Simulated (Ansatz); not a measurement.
`F[SiH2][SiH3]` + `[OH][In]([F])[F]` → `[F][In]([F])[O][SiH3]` + `F[SiH3]` at 400 K and 1 bar (cleavage of the Si–Si bond).

Program: Ansatz. Geometries: PBE0-D4/def2-TZVP. ΔE: electronic, gas phase. CBS: MP2 limit from def2 TZ/QZ plus the TZ coupled-cluster correction, frozen cores. This one scheme is used for every species. def2 core potentials past Kr. For In outer-core shells are correlated without core-valence functions, which leaves a few kJ/mol of doubt a bond. Each species was taken in one conformer, which may not be the lowest.

```
                species  CCSD(T)/CBS energy (Eh)  H − E (kJ/mol)  S (J/(mol·K))
        `F[SiH2][SiH3]`               -681.00067           143.3          339.5
     `[OH][In]([F])[F]`               -465.24461            69.7          356.1
`[F][In]([F])[O][SiH3]`               -755.56161           121.3          437.8
              `F[SiH3]`               -390.72345            88.0          253.8
```

H − E and S are ideal-gas, rigid-rotor, harmonic terms from PBE0-D4/def2-TZVP, for one conformer and one mirror image of each species. 1 Eh = 2625.50 kJ/mol, R = 8.31446 J/(mol·K).

Q: By hand: ΔE, ΔH, ΔS and ΔG.

A: ΔE = (-755.56161) + (-390.72345) − (-681.00067) − (-465.24461) = -0.03978 Eh = -104.4 kJ/mol. Δ(H − E) = 121.3 + 88.0 − 143.3 − 69.7 = -3.7, so ΔH = -108.1 kJ/mol. ΔS = 437.8 + 253.8 − 339.5 − 356.1 = -4.0 J/(mol·K). ΔG = -108.1 − 400 × (-4.0)/1000 = -106.5 kJ/mol.

Q: By hand: the equilibrium constant, and the temperature at which ΔG would vanish if ΔH and ΔS stayed fixed.

A: log₁₀ K = −ΔG/(RT ln 10) = 13.9. ΔG = 0 at ΔH/ΔS = 27025 K, far beyond where these terms or the molecules hold.

The number of gas molecules stays the same, so ΔS is small and ΔH decides. A doubt of 5 kJ/mol in ΔE shifts log₁₀ K by 0.7 here. Other conformers and mirror images would add mixing entropy, several J/(mol·K) or more a flexible species. Modes under 60 cm⁻¹, often nearly free rotors, make the harmonic entropy too high. These are equilibria of isolated gas molecules and say nothing of rates. Largest T1 diagnostic: 0.018 (customary marks: 0.02 for closed shells, 0.045 for open ones).
